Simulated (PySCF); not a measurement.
C5H12Cd, SMILES [C](C)(C)(C)[Cd][CH3] (GFN2-xTB optimised geometry):

```
18

Cd     0.486    -1.251     0.000
C      2.720    -1.251     0.000
H      3.203    -2.204    -0.200
H      3.061    -0.888     0.972
H      3.032    -0.536    -0.766
C     -1.100     0.321     0.000
C     -2.548    -0.095     0.258
C     -0.648     1.295     1.092
C     -1.003     1.023    -1.358
H     -3.203     0.784     0.261
H     -2.649    -0.588     1.226
H     -2.907    -0.775    -0.515
H     -0.737     0.841     2.084
H      0.396     1.597     0.938
H     -1.260     2.204     1.086
H      0.032     1.313    -1.576
H     -1.361     0.373    -2.161
H     -1.612     1.934    -1.371
```

Calculation: PBE0/def2-SVP, def2 effective core potentials past Kr (PySCF).

Problem. What are the frontier orbital energies and the dipole moment?

Solution. HOMO-2 -8.97 eV, HOMO-1 -7.84 eV, HOMO -5.78 eV, LUMO -1.26 eV, LUMO+1 -0.12 eV; dipole moment 1.07 D.

On the same geometry PBE/def2-SVP, def2 effective core potentials past Kr (PySCF) gives HOMO-2 -7.60 eV, HOMO-1 -6.76 eV, HOMO -4.80 eV, LUMO -1.94 eV, LUMO+1 -0.77 eV; dipole moment 0.77 D.
